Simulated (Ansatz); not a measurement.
One change: `[BH2][GeH2][F]` becomes `[BH2][GeH2][PH2]`.

Ansatz, PBE0-D4/def2-TZVP geometries, multiplicity 1. Each molecule was computed in one conformer, which needn't be the lowest.

Scalar relativity is left out up to krypton.

```csv
property,`[BH2][GeH2][F]`
HOMO–LUMO gap (ωB97M-V/def2-TZVPP) / eV,9.93
HOMO–LUMO gap (B3LYP/def2-TZVPP) / eV,5.36
LUMO energy (B3LYP/def2-TZVPP) / eV,-3.02
HOMO energy (PBE/def2-TZVPP) / eV,-7.25
size of the dipole moment (ωB97M-V/def2-TZVPP) / D,2.40
"ideal-gas entropy at 298 K and 1 bar (rigid rotor, harmonic PBE0-D4/def2-TZVP) / J/(mol·K)",303
```

Problem. Give the same properties after the change, and the shifts. (Estimate.)

Solution. Ansatz gave: 
```tsv
property	`[BH2][GeH2][PH2]`	shift
HOMO–LUMO gap (ωB97M-V/def2-TZVPP) / eV	8.89	-1.04
HOMO–LUMO gap (B3LYP/def2-TZVPP) / eV	4.53	-0.83
LUMO energy (B3LYP/def2-TZVPP) / eV	-2.73	0.29
HOMO energy (PBE/def2-TZVPP) / eV	-6.45	0.80
size of the dipole moment (ωB97M-V/def2-TZVPP) / D	0.75	-1.65
ideal-gas entropy at 298 K and 1 bar (rigid rotor, harmonic PBE0-D4/def2-TZVP) / J/(mol·K)	341	38
```

With PBE0 the HOMO rises by 1.09 eV and the LUMO rises by 0.26 eV, so the gap narrows by about 0.83 eV. PBE moves the HOMO by 0.80 eV and ωB97M-V by 1.24 eV. The zero-point energy changes by 40.6 kJ/mol with +6 modes. Dipoles are sizes alone; their direction can turn.

B3LYP here is the variant with VWN-RPA as its local correlation; programs differ in this.
